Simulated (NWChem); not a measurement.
System: InNH4; SMILES [NH2][InH2]

Input file for NWChem:

```
start job
memory heap 200 mb stack 900 mb global 1100 mb
geometry units angstroms noautoz
  In    -0.016528     0.363568     0.000000
  H     -0.082867     1.095951    -1.556909
  H     -0.082867     1.095951     1.556909
  N      0.166675    -1.645980     0.000000
  H      0.217020    -2.217368    -0.835188
  H      0.217020    -2.217368     0.835188
end
basis spherical
  In library def2-svpd
  H library def2-svpd
  N library def2-svpd
end
ecp
  In library def2-ecp
end
dft
  xc r2scan
  iterations 150
  vectors input atomic output neutral.movecs
end
task dft energy
charge 1
dft
  odft
  mult 2
  vectors input atomic output cation.movecs
end
task dft energy
charge -1
dft
  odft
  mult 2
  vectors input atomic output anion.movecs
end
task dft energy
```

Parts of the log:

```
             Northwest Computational Chemistry Package (NWChem) 7.3.0
             --------------------------------------------------------

 C2V symmetry detected

                             Geometry "geometry" -> ""
                             -------------------------

 Output coordinates in angstroms (scale by  1.889725989 to convert to a.u.)

  No.       Tag          Charge          X              Y              Z
 ---- ---------------- ---------- -------------- -------------- --------------
    1 In                  49.0000     0.00000000     0.00000000    -0.29728952
    2 H                    1.0000     0.00000000    -1.55690900    -1.03267079
    3 H                    1.0000     0.00000000     1.55690900    -1.03267079
    4 N                    7.0000     0.00000000     0.00000000     1.72059215
    5 H                    1.0000     0.00000000    -0.83518800     2.29419142
    6 H                    1.0000     0.00000000     0.83518800     2.29419142

 Effective nuclear repulsion energy (a.u.)     149.8251241097

      Symmetry information
      --------------------

 Group name             C2v
 Group number             16
 Group order               4
 No. of unique centers     4

                                 NWChem DFT Module
                                 -----------------

 Summary of "ao basis" -> "ao basis" (spherical)
 ------------------------------------------------------------------------------
       Tag                 Description            Shells   Functions and Types
 ---------------- ------------------------------  ------  ---------------------
 In                        def2-svpd                12       32   5s4p3d
 H                         def2-svpd                 4        8   2s2p
 N                         def2-svpd                 8       20   4s2p2d

      Symmetry analysis of basis
      --------------------------

        a1         37
        a2          9
        b1         15
        b2         23

            General Information
            -------------------
          SCF calculation type: DFT
          Wavefunction type:  closed shell.
          No. of atoms     :     6
          No. of electrons :    32
           Alpha electrons :    16
            Beta electrons :    16
          Charge           :     0
          Spin multiplicity:     1
          Use of symmetry is: on ; symmetry adaption is: on
          Maximum number of iterations: 150
          AO basis - number of functions:    84
                     number of shells:    36
          Convergence on energy requested:  1.00D-06
          Convergence on density requested:  1.00D-05
          Convergence on gradient requested:  5.00D-04

              XC Information
              --------------
                      r^2SCAN Method XC Functional
               r^2SCAN metaGGA Exchange Functional  1.000
                     r^2SCAN Correlation Potential  1.000

             Grid Information
             ----------------
          Grid used for XC integration:  medium
          Radial quadrature: Mura-Knowles
          Angular quadrature: Lebedev.
          Tag              B.-S. Rad. Rad. Pts. Rad. Cut. Ang. Pts.
          ---              ---------- --------- --------- ---------
          In                  1.55      123          10.0       590
          H                   0.35       45          11.0       434
          N                   0.65       49          10.0       434
          Grid pruning is: on
          Number of quadrature shells:   262
          Spatial weights used:  Erf1

      Superposition of Atomic Density Guess
      -------------------------------------

 Sum of atomic energies:        -274.29036414

      Non-variational initial energy
      ------------------------------

 Total energy =    -245.896717
 1-e energy   =    -550.015575
 2-e energy   =     233.787972
 HOMO         =      -0.336752
 LUMO         =      -0.000686

      Symmetry analysis of molecular orbitals - initial
      -------------------------------------------------

  Numbering of irreducible representations:

     1 a1          2 a2          3 b1          4 b2

  Orbital symmetries:

     1 a1          2 a1          3 b2          4 a1          5 b1
     6 a1          7 a1          8 b2          9 a1         10 b1
    11 a2         12 b2         13 a1         14 a1         15 b1
    16 b2         17 b1         18 a1         19 a1         20 a1
    21 b2         22 a1         23 a2         24 b1         25 b2
    26 a1

   convergence    iter        energy       DeltaE   RMS-Dens  Diis-err
 ---------------- ----- ----------------- --------- --------- ---------
 d= 0,ls=0.0,diis     1   -247.2084785349 -3.18D+02  2.65D-02  3.74D-01
 d= 0,ls=0.0,diis     2   -246.8462517334  3.62D-01  1.52D-02  2.75D+00
 d= 0,ls=0.0,diis     3   -247.2600420094 -4.14D-01  1.84D-03  1.74D-02
 d= 0,ls=0.0,diis     4   -247.2628186666 -2.78D-03  1.10D-03  6.68D-04
 d= 0,ls=0.0,diis     5   -247.2628932878 -7.46D-05  1.55D-04  6.55D-05
  Resetting Diis
 d= 0,ls=0.0,diis     6   -247.2629012414 -7.95D-06  5.89D-05  3.65D-06
 d= 0,ls=0.0,diis     7   -247.2629017422 -5.01D-07  1.40D-05  1.85D-07
 d= 0,ls=0.0,diis     8   -247.2629016600  8.22D-08  8.09D-06  8.28D-07

         Total DFT energy =     -247.262901660027
      One electron energy =     -551.776962600182
           Coulomb energy =      259.297687906141
    Exchange-Corr. energy =      -25.114513173755
 Nuclear repulsion energy =       70.330886207770

 Numeric. integr. density =       31.999973375955

                  Occupations of the irreducible representations
                  ----------------------------------------------

[...]
```

Level: r2SCAN/def2-SVPD with def2 effective core potentials on In, vertical spin-unrestricted ions. Coordinates come from a PBE0/def2-SVP optimisation. def2 effective core potentials on In; no spin-orbit coupling.
